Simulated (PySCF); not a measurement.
Geometry:
```json
{"atom": "B1", "x (Å)": "1.512", "y (Å)": "1.218", "z (Å)": "0.297"}
{"atom": "C2", "x (Å)": "0.784", "y (Å)": "-0.090", "z (Å)": "0.605"}
{"atom": "C3", "x (Å)": "0.245", "y (Å)": "-0.814", "z (Å)": "-0.653"}
{"atom": "C4", "x (Å)": "-0.705", "y (Å)": "-0.324", "z (Å)": "0.365"}
{"atom": "C5", "x (Å)": "-1.669", "y (Å)": "0.794", "z (Å)": "0.074"}
{"atom": "H6", "x (Å)": "1.034", "y (Å)": "2.035", "z (Å)": "-0.459"}
{"atom": "H7", "x (Å)": "2.607", "y (Å)": "1.442", "z (Å)": "0.764"}
{"atom": "H8", "x (Å)": "1.231", "y (Å)": "-0.769", "z (Å)": "1.337"}
{"atom": "H9", "x (Å)": "0.466", "y (Å)": "-1.882", "z (Å)": "-0.720"}
{"atom": "H10", "x (Å)": "0.305", "y (Å)": "-0.279", "z (Å)": "-1.605"}
{"atom": "H11", "x (Å)": "-1.111", "y (Å)": "-1.099", "z (Å)": "1.025"}
{"atom": "H12", "x (Å)": "-1.232", "y (Å)": "1.543", "z (Å)": "-0.600"}
{"atom": "H13", "x (Å)": "-1.973", "y (Å)": "1.309", "z (Å)": "0.999"}
{"atom": "H14", "x (Å)": "-2.579", "y (Å)": "0.400", "z (Å)": "-0.407"}
```

Geometry: PBE0-D3(BJ)/def2-SVP; GIAO shifts from PySCF 2.14, gas phase, non-relativistic, averaged over equivalent atoms.

At PBE0/pcSseg-1 (130 basis functions, 9.5 s wall time on 1 thread of an Arm Neoverse V1, shared host):
```csv
atoms,δ (ppm)
B1,81.4
C2,25.9
C4,23.8
C3,21.7
C5,18.1
H6/H7,7.16
H11,1.56
H8,1.39
H12/H13/H14,1.31
H9,1.27
H10,0.96
```

Referencing at the same level of theory: 11B (σ = 100.73 ppm) vs BF3·OEt2; 13C (σ = 184.41 ppm), 1H (σ = 31.27 ppm) against TMS.

What do these become at mPW1PW91/pcSseg-1?

Answers


```
      atoms  δ at mPW1PW91/pcSseg-1  change
         B1                    80.6    -0.8
         C2                    25.4    -0.5
         C4                    23.7    -0.1
         C3                    21.5    -0.2
         C5                    18.2    +0.1
      H6/H7                    7.09   -0.07
        H11                    1.54   -0.02
         H8                    1.34   -0.05
H12/H13/H14                    1.31   +0.00
         H9                    1.26   -0.01
        H10                    0.95   -0.01
```

Shifts are taken against calculated references (same method and geometry level): BF3·OEt2 for 11B (σ = 100.80 ppm); 13C (σ = 183.54 ppm) and 1H (σ = 31.32 ppm) against TMS.

The largest change is at B1 (boron bonded to C, 2 H). Cost: 130 basis functions, 9.1 s wall time on 1 thread of an Arm Neoverse V1, shared host. The order of the carbon signals is the same at both levels.

A carbon bonded to boron is broadened by the quadrupolar boron nucleus and is often missing from a measured spectrum.
